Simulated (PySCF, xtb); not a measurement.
C5H9F, SMILES C[C@@H]1C(F)[C@H]1C.

Harmonic wavenumbers (cm⁻¹) from GFN2-xTB in xtb 6.7.1 at its own minimum, in rising order: 155, 161, 200, 242, 262, 320, 460, 555, 846, 851, 895, 954, 972, 1046, 1065, 1100, 1111, 1145, 1163, 1168, 1221, 1278, 1306, 1412, 1415, 1463, 1489, 1492, 1494, 1500, 3020, 3021, 3027, 3028, 3035, 3037, 3039, 3050, 3061.

Q: What does B3LYP-D3(BJ)/def2-SVP run with PySCF give at its own minimum? (An estimate is asked for; the answer gives what the named calculation found.)

A: 176, 190, 208, 245, 270, 330, 463, 585, 800, 813, 871, 961, 968, 1048, 1070, 1113, 1124, 1150, 1176, 1185, 1225, 1319, 1354, 1404, 1408, 1460, 1464, 1465, 1472, 1504, 3022, 3031, 3100, 3102, 3102, 3118, 3131, 3136, 3145. Paired by order, the mean absolute difference is 27 cm⁻¹ and the zero-point energies are 80.1 and 81.1 kcal/mol.
